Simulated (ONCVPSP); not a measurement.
## Xe (Z = 54), ONCV: configuration errors across variants

```json
{
  "Element": "xenon (Xe)",
  "Generator": "ONCVPSP 4.0.1",
  "Type": "optimised norm-conserving Vanderbilt (ONCV)",
  "Functional": "PBE",
  "Relativity": "fully relativistic",
  "Frozen core": "[Ar] 3d10",
  "Valence charge": "26",
  "Reference configuration": "4s2 4p6 4d10 5s2 5p6",
  "Partial waves": "4s+5s: rc 1.10 bohr, ncon 4, nbas 8, qcut 14 1/bohr, 2 projectors; 4p+5p: rc 1.40 bohr, ncon 5, nbas 9, qcut 9.5 1/bohr, 2 projectors; 4d: rc 1.15 bohr, ncon 3, nbas 8, qcut 11.1 1/bohr, 1 projector",
  "Local potential": "polynomial inside 0.70 bohr (lpopt 5, dvloc0 1 Ha)",
  "Core correction": "Teter function fitted to the true core (icmod 2), fcfact 0.3"
}
```

Open shells are filled in proportion to 2j + 1.

All-electron excitation energies from the reference (eV): (1) 4s2 4p6 4d10 5s2 5p5 12.570; (2) 4s2 4p6 4d10 5s2 5p4 34.356; (3) 4s2 4p6 4d10 5s2 5p3 66.118; (4) 4s2 4p6 4d9 5s2 5p6 67.646.

Errors AE − PS in meV (a dash: test not solved or not reliable):

| change | (1) | (2) | (3) | (4) | bound ghosts | GHOST(+) flags above zero |
| --- | --- | --- | --- | --- | --- | --- |
| base | +0.4 | +0.6 | -0.1 | +39 | none | s |
| d: rc 0.9 | +0.4 | +0.7 | +0.3 | +29 | none | s |
| d: rc 1.08 | +0.4 | +0.6 | +0.1 | +39 | none | s |
| d: rc 1.14 | +0.4 | +0.6 | 0.0 | +39 | none | s |
| d: rc 1.28 | +0.4 | +0.5 | -0.4 | +55 | none | s |
| d: rc 1.4 | +0.4 | +0.4 | -0.9 | +75 | none | s |
| d: rc 1.54 | +0.3 | +0.3 | -1.5 | +107 | none | s |
| d: rc 1.66 | +0.3 | +0.1 | -2.1 | +141 | none | s |

(1) Give the same row for: d: rc 0.8.

Results:

(1) +0.4, +0.7, +0.3, +29; bound ghosts: none; GHOST(+) flags above zero: s.
